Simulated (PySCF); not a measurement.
Compound: C₅H₇N₃.
SMILES with atom numbers: `[CH2:1]=[CH:2][c:3]1[cH:4][n:5][n:6][n:7]1[CH3:8]` (hydrogens: H9, H10 on C1; H11 on C2; H12 on C4; H13, H14, H15 on C8)

Theory: PySCF, PBE0-D3(BJ)/def2-SVP geometry optimisation, gas phase.

Task: What internal coordinates does the optimisation give?

Result: 
```json
{"bond": "C1=C2", "length (Å)": "1.339"}
{"bond": "C2–C3", "length (Å)": "1.451"}
{"bond": "C3–C4", "length (Å)": "1.388"}
{"bond": "C4–N5", "length (Å)": "1.348"}
{"bond": "N5–N6", "length (Å)": "1.292"}
{"bond": "N6–N7", "length (Å)": "1.332"}
{"bond": "N7–C8", "length (Å)": "1.439"}
{"bond": "C3–N7", "length (Å)": "1.362"}
{"bond": "C1–H9", "length (Å)": "1.092"}
{"bond": "C1–H10", "length (Å)": "1.093"}
{"bond": "C2–H11", "length (Å)": "1.095"}
{"bond": "C4–H12", "length (Å)": "1.088"}
{"bond": "C8–H13, C8–H14, C8–H15", "length (Å)": "1.098"}
```

Bonds in one row agree within 0.01 Å and their mean is given. A selection of angles:
```json
{"angle": "C1–C2–C3", "degrees": "125.2"}
{"angle": "C2–C3–C4", "degrees": "133.7"}
{"angle": "C2–C3–N7", "degrees": "123.6"}
{"angle": "C4–C3–N7", "degrees": "102.7"}
{"angle": "C3–C4–N5", "degrees": "108.8"}
{"angle": "C4–N5–N6", "degrees": "109.2"}
{"angle": "N5–N6–N7", "degrees": "108.0"}
{"angle": "N6–N7–C8", "degrees": "119.7"}
{"angle": "C3–N7–N6", "degrees": "111.2"}
{"angle": "C3–N7–C8", "degrees": "129.0"}
```

Dihedral angles: C1–C2–C3–C4 1° (synperiplanar).

The C–C distances run from 1.339 Å (C1=C2, drawn double) to 1.451 Å (C2–C3, drawn single), a spread of 0.112 Å. The 2 N–N bonds span 1.292 Å (N5–N6, aromatic) to 1.332 Å (N6–N7, aromatic), a spread of 0.040 Å. The 8 heavy atoms lie in one plane (0.003 Å rms). N7 (pyrrole-type nitrogen) is planar (angles 129.0°, 119.7° and 111.2°, sum 360.0°, 0.00 Å off the plane of its three neighbours). Of the pairs four or more bonds apart, C8···H11 is among the closest relative to their van der Waals radii: 2.72 Å, 94 % of the sum of Bondi's values. The C–N distances run from 1.348 Å (C4–N5, aromatic) to 1.439 Å (N7–C8, drawn single), a spread of 0.091 Å. The 5-membered ring C3–C4–N5–N6–N7 has internal angles of 102.7° to 111.2° (sum 540°, against 540° for a flat polygon); it is planar, 0.00 Å rms from its mean plane, widest ring torsion 0°.

Point group: Cs (every atom within 0.08 Å of its image). No PBE0-D3(BJ)/def2-SVP frequencies stand behind this structure, so it isn't proved a minimum. The numbers are those of one conformer.

Hardware: Arm Neoverse V2, one thread, no GPU, shared host with 96 logical CPUs at a one-minute load of 26. Cost: 54 s wall, 0.59 GiB resident at most. These figures are those of the optimisation.
